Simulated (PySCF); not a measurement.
## `C=C[C@@H]1[C@H]2[C@@H](C#N)[C@@H]12` in a uniform electric field

Compound: C₇H₇N.
Atom-mapped SMILES: `[CH2:1]=[CH:2][C@@H:3]1[C@H:4]2[C@@H:5]([C:6]#[N:7])[C@@H:8]12` (hydrogens: H9, H10 on C1; H11 on C2; H12 on C3; H13 on C4; H14 on C5; H15 on C8)

Geometry (PBE0-D3(BJ)/def2-SVP, Å), atoms numbered from 1 in this order:
```xyz
15
C7H7N angstrom
C      1.4384    2.3103   -0.1102
C      0.9226    1.6402    0.9234
C      0.1680    0.3618    0.8405
C      0.5398   -0.6204   -0.2315
C     -0.7544   -1.3664   -0.3279
C     -1.2984   -2.0903    0.8073
N     -1.7363   -2.6632    1.7133
C     -0.7144    0.1293   -0.3522
H      1.3421    1.9557   -1.1416
H      1.9803    3.2469    0.0387
H      1.0505    2.0422    1.9334
H     -0.1656   -0.0398    1.8070
H      1.4342   -0.6876   -0.8492
H     -0.9557   -1.8567   -1.2874
H     -1.0985    0.8317   -1.0904
```

Level: PBE0/def2-SVPD (PySCF); nuclei fixed, core orbitals frozen in the response. Permanent dipole (1.934, 2.693, -3.243) D (1 au = 2.5417 D). Static polarisability (au):

```
x   73.11 20.13 -6.97
y   20.13 92.30 -8.60
z   -6.97 -8.60 77.49
```

Only the terms in μ and α are kept: μ(F) = μ + αF and ΔE = −μ·F − ½ F·αF.

Task: Apply 0.003 au along ±x, ±y and ±z in turn. Tabulate induced and total dipoles and both energy terms.

Result: 
```
field along  induced x (D)  induced y (D)  induced z (D)  total size (D)  −μ·F (kJ/mol)  −½F·αF (kJ/mol)
         +x          0.557          0.153         -0.053           5.017         -5.993           -0.864
         −x         -0.557         -0.153          0.053           4.303         +5.993           -0.864
         +y          0.153          0.704         -0.066           5.181         -8.345           -1.091
         −y         -0.153         -0.704          0.066           4.150         +8.345           -1.091
         +z         -0.053         -0.066          0.591           4.180        +10.050           -0.916
         −z          0.053          0.066         -0.591           5.124        -10.050           -0.916
```

Task: For the field (-0.0012, 0.0015, -0.0024) au, what is the induced dipole, and what angle does it make with the field?

Result: αF = (-0.104, 0.343, -0.484) D, at 13.4° to the field. The polarisability along this direction, F·αF/F², is 74.98 au, against a mean of 80.97 au.

Task: Which field along μ doubles the dipole in that direction (linear response)?

Result: The polarisability along the dipole is 102.52 au, so F = 1.8247 au / 102.52 au = 0.0178 au = 0.92 V/Å; higher-order terms are ignored.

Task: What field makes μF equal to kT at 298 K?

Result: kT = 0.9437 × 10⁻³ Eh, so F = 0.000517 au = 2.66 MV/cm.

Task: A unit point charge sits 12 Å away. Estimate the induction energy −αe²/2R⁴ with the mean polarisability, treating the molecule as a point.

Result: R = 22.68 bohr, so the energy is −81.0/(2 × 22.68⁴) Eh = -0.402 kJ/mol. The charge–dipole term at its most favourable orientation, −μe/R², is -9.32 kJ/mol.

Isolated species at its PBE0-D3(BJ)/def2-SVP geometry (one conformer only).
